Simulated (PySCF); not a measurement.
# Worked example: dipole moment from atomic charges

Zn(F)(OH) (FHOZn), SMILES [F][Zn][OH]. Atoms are numbered in the order given.

```xyz
4

Zn     0.0034     0.0127     0.0000
F      0.0052     1.7570     0.0000
O     -0.1092    -1.7465     0.0000
H      0.7248    -2.2209     0.0000
```
Charge 0, spin multiplicity 1.

Geometry: ωB97X-D3(BJ)/def2-TZVP. Other conformers were not sampled.

Charges (e) from PBE0/def2-TZVPD (PySCF):

```
atom     IAO  ESP fit
----  ------  -------
Zn1    1.496    0.945
F2    -0.788   -0.514
O3    -1.072   -0.743
H4     0.364    0.313
```

The dipole moment of the full density is 1.92 D.

**Question.** What dipole moment does each set of point charges give, and which comes closer to that of the density?

**Answer.** 
μ = Σ q r, and 1 e Å = 4.8032 D.
IAO: Σ q r = (0.382, -0.302, 0.000) e Å, |μ| = 2.34 D.
ESP fit: Σ q r = (0.309, -0.289, 0.000) e Å, |μ| = 2.03 D.
ESP fit comes closer in size. Point charges leave out the atoms' own dipoles (lone pairs, polarised bonds); fits to the potential absorb them, partitions of the density don't.
